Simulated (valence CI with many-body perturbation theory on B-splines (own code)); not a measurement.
Mn¹¹⁺: calculated level list

Method: configuration interaction combined with many-body perturbation theory (CI+MBPT): four valence electrons over a frozen Dirac-Fock core [Ne], radial functions for each j: 11 s, 11 p, 10 d, 8 f, 5 g, 2 h, with the one-electron correlation potential Σ1, the two-electron term Σ2, the three-electron term Σ3, Breit, model QED; selected CI, second order for the rest, scaled by the run's own slope (own B-spline code, finite nucleus).

No measured spectrum was set against this ion. As an estimate, levels of excited configurations hold to 0.05 to 0.15 % of their energy, terms of the ground configuration to about 0.5 %. Among the levels kept, up to 560 cm⁻¹ of a level comes from second order outside the variational space, and about a tenth of that is noise between levels of different J, which matters for small intervals.

Levels 1 to 45 of 171, with energies above the lowest level, 3s²3p² ³P_0. "Leading %" is the weight of the configuration and term that name the level; weights of strongly mixed levels are sums over their largest components and can fall short. In the jj column 3d3/2^4 stands for four electrons in 3d with j = 3/2.

| No. | Configuration | Term | J | E (cm⁻¹) | Leading % | Second component | g | Leading jj |
| --- | --- | --- | --- | --- | --- | --- | --- | --- |
| 1 | 3s²3p² | ³P | 0 | 0 | 94 |  |  | 3s^2 3p1/2^2 (79 %) |
| 2 | 3s²3p² | ³P | 1 | 7224 | 97 |  | 1.500 | 3s^2 3p1/2 3p3/2 (97 %) |
| 3 | 3s²3p² | ³P | 2 | 15041 | 90 | 7 % 3s²3p² ¹D | 1.466 | 3s^2 3p1/2 3p3/2 (57 %) |
| 4 | 3s²3p² | ¹D | 2 | 42302 | 90 | 7 % 3s²3p² ³P | 1.034 | 3s^2 3p3/2^2 (57 %) |
| 5 | 3s²3p² | ¹S | 0 | 83143 | 93 |  |  | 3s^2 3p3/2^2 (78 %) |
| 6 | 3s3p³ | ⁵S° | 2 | 195820 | 98 |  | 1.997 | 3s 3p1/2 3p3/2^2 (54 %) |
| 7 | 3s3p³ | ³D° | 1 | 264400 | 85 | 10 % 3s²3p3d ³D° | 0.525 | 3s 3p1/2 3p3/2^2 (38 %) |
| 8 | 3s3p³ | ³D° | 2 | 264530 | 84 | 10 % 3s²3p3d ³D° | 1.181 | 3s 3p1/2 3p3/2^2 (57 %) |
| 9 | 3s3p³ | ³D° | 3 | 266590 | 88 | 10 % 3s²3p3d ³D° | 1.333 | 3s 3p1/2 3p3/2^2 (88 %) |
| 10 | 3s3p³ | ³P° | 0 | 303160 | 89 | 9 % 3s²3p3d ³P° |  | 3s 3p1/2 3p3/2^2 (89 %) |
| 11 | 3s3p³ | ³P° | 1 | 303660 | 86 | 9 % 3s²3p3d ³P° | 1.477 | 3s 3p1/2 3p3/2^2 (60 %) |
| 12 | 3s3p³ | ³P° | 2 | 304100 | 80 | 9 % 3s²3p3d ³P° | 1.469 | 3s 3p3/2^3 (48 %) |
| 13 | 3s3p³ | ¹D° | 2 | 334030 | 54 | 39 % 3s²3p3d ¹D° | 1.019 | 3s 3p1/2 3p3/2^2 (41 %) |
| 14 | 3s3p³ | ³S° | 1 | 386070 | 77 | 17 % 3s3p³ ¹P° | 1.807 | 3s 3p1/2 3p3/2^2 (53 %) |
| 15 | 3s²3p3d | ³F° | 2 | 399220 | 96 |  | 0.669 | 3s^2 3p1/2 3d3/2 (75 %) |
| 16 | 3s²3p3d | ³F° | 3 | 404700 | 96 |  | 1.084 | 3s^2 3p1/2 3d5/2 (50 %) |
| 17 | 3s3p³ | ¹P° | 1 | 405200 | 69 | 18 % 3s3p³ ³S° | 1.189 | 3s 3p3/2^3 (51 %) |
| 18 | 3s²3p3d | ³F° | 4 | 412730 | 97 |  | 1.250 | 3s^2 3p3/2 3d5/2 (97 %) |
| 19 | 3s²3p3d | ³P° | 2 | 452660 | 43 | 24 % 3s²3p3d ¹D° | 1.256 | 3s^2 3p1/2 3d5/2 (62 %) |
| 20 | 3s²3p3d | ³P° | 1 | 460150 | 62 | 24 % 3s²3p3d ³D° | 1.222 | 3s^2 3p1/2 3d3/2 (51 %) |
| 21 | 3s²3p3d | ¹D° | 2 | 462860 | 32 | 29 % 3s²3p3d ³P° | 1.186 | 3s^2 3p3/2 3d5/2 (44 %) |
| 22 | 3s²3p3d | ³P° | 0 | 464870 | 87 | 9 % 3s3p³ ³P° |  | 3s^2 3p3/2 3d3/2 (87 %) |
| 23 | 3s²3p3d | ³D° | 1 | 470100 | 61 | 24 % 3s²3p3d ³P° | 0.781 | 3s^2 3p3/2 3d3/2 (70 %) |
| 24 | 3s²3p3d | ³D° | 2 | 472440 | 71 | 14 % 3s²3p3d ³P° | 1.221 | 3s^2 3p3/2 3d3/2 (51 %) |
| 25 | 3s²3p3d | ³D° | 3 | 472660 | 85 | 10 % 3s3p³ ³D° | 1.330 | 3s^2 3p3/2 3d5/2 (56 %) |
| 26 | 3s²3p3d | ¹F° | 3 | 517840 | 95 |  | 1.002 | 3s^2 3p3/2 3d3/2 (39 %) |
| 27 | 3s²3p3d | ¹P° | 1 | 530790 | 85 | 9 % 3s3p³ ¹P° | 0.996 | 3s^2 3p3/2 3d5/2 (59 %) |
| 28 | 3p⁴ | ³P | 2 | 557720 | 55 | 31 % 3s3p²3d ³P | 1.453 | 3p1/2^2 3p3/2^2 (56 %) |
| 29 | 3p⁴ | ³P | 1 | 567880 | 59 | 38 % 3s3p²3d ³P | 1.500 | 3p1/2 3p3/2^3 (59 %) |
| 30 | 3p⁴ | ³P | 0 | 570440 | 57 | 37 % 3s3p²3d ³P |  | 3p3/2^4 (30 %) |
| 31 | 3p⁴ | ¹D | 2 | 578780 | 59 | 25 % 3s3p²3d ¹D | 1.046 | 3p1/2 3p3/2^3 (57 %) |
| 32 | 3s3p²3d | ⁵F | 1 | 587310 | 98 |  | 0.014 | 3s 3p1/2^2 3d3/2 (39 %) |
| 33 | 3s3p²3d | ⁵F | 2 | 589120 | 97 |  | 1.011 | 3s 3p1/2 3p3/2 3d3/2 (47 %) |
| 34 | 3s3p²3d | ⁵F | 3 | 591950 | 96 |  | 1.258 | 3s 3p1/2 3p3/2 3d3/2 (43 %) |
| 35 | 3s3p²3d | ⁵F | 4 | 595940 | 96 |  | 1.354 | 3s 3p1/2 3p3/2 3d5/2 (62 %) |
| 36 | 3s3p²3d | ⁵F | 5 | 601090 | 99 |  | 1.399 | 3s 3p3/2^2 3d5/2 (60 %) |
| 37 | 3s3p²3d | ⁵D | 0 | 608070 | 99 |  |  | 3s 3p1/2 3p3/2 3d3/2 (82 %) |
| 38 | 3s3p²3d | ⁵D | 1 | 608560 | 98 |  | 1.489 | 3s 3p1/2 3p3/2 3d3/2 (61 %) |
| 39 | 3s3p²3d | ⁵D | 2 | 609490 | 95 |  | 1.485 | 3s 3p1/2 3p3/2 3d3/2 (36 %) |
| 40 | 3s3p²3d | ⁵D | 3 | 610890 | 92 |  | 1.482 | 3s 3p3/2^2 3d3/2 (23 %) |
| 41 | 3s3p²3d | ⁵D | 4 | 613120 | 91 |  | 1.481 | 3s 3p1/2 3p3/2 3d5/2 (56 %) |
| 42 | 3s3p²3d | ³F | 2 | 629290 | 92 | 6 % 3s²3d² ³F | 0.672 | 3s 3p1/2 3p3/2 3d3/2 (38 %) |
| 43 | 3s3p²3d | ³F | 3 | 632870 | 90 | 6 % 3s²3d² ³F | 1.094 | 3s 3p1/2 3p3/2 3d5/2 (32 %) |
| 44 | 3s3p²3d | ³F | 4 | 638230 | 86 | 6 % 3s²3d² ³F | 1.263 | 3s 3p3/2^2 3d5/2 (64 %) |
| 45 | 3p⁴ | ¹S | 0 | 650770 | 62 | 28 % 3s3p²3d ¹S |  | 3p1/2^2 3p3/2^2 (39 %) |

Names give the largest LS component (configuration and term), which can be under half, so a name can repeat, a term be missing and a line seem to break the LS rules; names also repeat where a configuration has a term twice.

The ionisation energy to 3s²3p ²P°1/2 of the next ion comes out as 313.23 eV (NIST: 314.4 ± 0.6 eV (semi-empirical)). All 171 levels together are meant to be complete up to 1114800 cm⁻¹.
